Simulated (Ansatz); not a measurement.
Reaction (formal exchange of groups at a C–C bond): `C=C(S)CC` + `[MgH][O][SiH3]` → `C[CH2][Mg][O][SiH3]` + `C=CS`

Gas-phase electronic energies from Ansatz, PBE0-D4/def2-TZVP geometries. CCSD(T)/CBS is the MP2 limit (def2-TZVPP, def2-QZVPP) plus CCSD(T) − MP2 in def2-TZVPP, frozen cores. This one scheme is used for every species. DFT in def2-TZVPP. For Mg outer-core shells are correlated without core-valence functions, which leaves a few kJ/mol of doubt a bond. Each species was taken in one conformer, which may not be the lowest.

```json
{"species": "`C=C(S)CC`", "PBE-QIDH energy (Eh)": "-555.04020"}
{"species": "`[MgH][O][SiH3]`", "PBE-QIDH energy (Eh)": "-566.86912"}
{"species": "`C[CH2][Mg][O][SiH3]`", "PBE-QIDH energy (Eh)": "-645.41973"}
{"species": "`C=CS`", "PBE-QIDH energy (Eh)": "-476.48527"}
```

(1) Work out ΔE.

Largest T1 diagnostic among the species: 0.012.

Results:

(1) ΔE = (-645.41973) + (-476.48527) − (-555.04020) − (-566.86912) = 0.00432 Eh = +2.7 kcal/mol. CCSD(T)/CBS gives +1.0 kcal/mol.

From PBE to PBE0 (25 % exact exchange), in def2-TZVPP and without D4, ΔE moves by +1.4 kcal/mol. At CCSD(T), def2-SVP lies +4.2 kcal/mol from the extrapolated value and def2-TZVPP +1.4 kcal/mol.
